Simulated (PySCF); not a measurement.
C3H8Cl2O2Si.
Cartesian coordinates in Å at the GFN2-xTB level; atoms count from 1:
```
atom  x, y, z in Å
C1     2.626    0.406   -0.936
O2     1.434   -0.125   -0.440
Si3    0.850   -0.079    1.070
O4    -0.566   -0.877    1.013
C5    -1.502   -0.920   -0.007
C6    -2.476    0.250    0.093
Cl7   -1.687    1.759   -0.386
Cl8   -3.880   -0.040   -0.950
H9     2.644    1.492   -0.824
H10    2.692    0.151   -1.995
H11    3.486   -0.014   -0.409
H12    1.592   -0.909    2.007
H13    0.699    1.304    1.521
H14   -2.070   -1.852    0.104
H15   -1.016   -0.912   -0.988
H16   -2.834    0.376    1.117
```

Theory: TDDFT wB97X-D/def2-SVPD, vertical, gas phase, core orbitals frozen in the response in PySCF 2.14.0, density-fitted response routines.

Frontier orbitals with the atoms that hold most of them (Löwdin shares over 4%, at most four atoms; ? is withheld):

```
orbital  ε (eV)                              atoms
 LUMO+2    2.12  Cl7 34%, C6 16%, Si3 11%, Cl8 10%
 LUMO+1    1.99    Si3 21%, C1 17%, Cl8 12%, O2 6%
   LUMO    1.63           Cl8 31%, Cl7 29%, C6 19%
   HOMO       ?                                  ?
 HOMO-1  -10.41                                  ?
 HOMO-2  -10.66                   Cl8 46%, Cl7 42%
 HOMO-3  -11.07   Cl8 37%, Cl7 14%, O2 11%, O4 10%
```

**Question.** Which atoms hold the HOMO, and with what shares?

**Answer.** O2 (bonded to C and Si) 20%; Si3 (bonded to 2 O and 2 H) 18%; O4 (bonded to C and Si) 14%; H13 (bonded to Si) 13%. By element: oxygen 35%, silicon 18%, hydrogen 13% or more.

**Question.** Which atoms hold the HOMO-1, and with what shares?

**Answer.** O2 (bonded to C and Si) 27%; Cl7 (bonded to C) 19%; O4 (bonded to C and Si) 12%; Cl8 (bonded to C) 9%. By element: oxygen 39%, chlorine 28%.

**Question.** What is the HOMO energy, and the HOMO–LUMO gap?

**Answer.** ε(HOMO) = -10.10 eV; the gap is 11.73 eV (0.4310 hartree).

**Question.** The HOMO–LUMO gap is 11.73 eV. Where does the response calculation put the lowest singlet, and from which orbitals?

**Answer.** S1 is at 7.15 eV (f = 0.0019), 4.58 eV below the gap, made of HOMO-1→LUMO (41%), HOMO→LUMO (21%), HOMO-3→LUMO (13%). Its leading pair isn't HOMO and LUMO; the energies of that pair differ by 12.04 eV. 

Next come S2 at 7.29 eV (f 0.012), HOMO-2→LUMO (69%); S3 at 7.41 eV (f 0.0012), HOMO→LUMO+1 (30%), HOMO→LUMO+2 (25%), HOMO→LUMO (13%); S4 at 7.54 eV (f 0.0037), HOMO-5→LUMO (27%), HOMO-1→LUMO+2 (19%), HOMO-6→LUMO (13%); S5 at 7.72 eV (f 0.0067), HOMO-2→LUMO+2 (24%), HOMO-3→LUMO (20%), HOMO-7→LUMO (13%).

Löwdin shares depend on the basis, the more so with diffuse functions.

On Intel Xeon at 2.70 GHz, one thread (shared host), this took 1.9 min wall (grids of density and orbitals included) and 1.1 GiB of memory at its peak.

One conformer stands for the species.
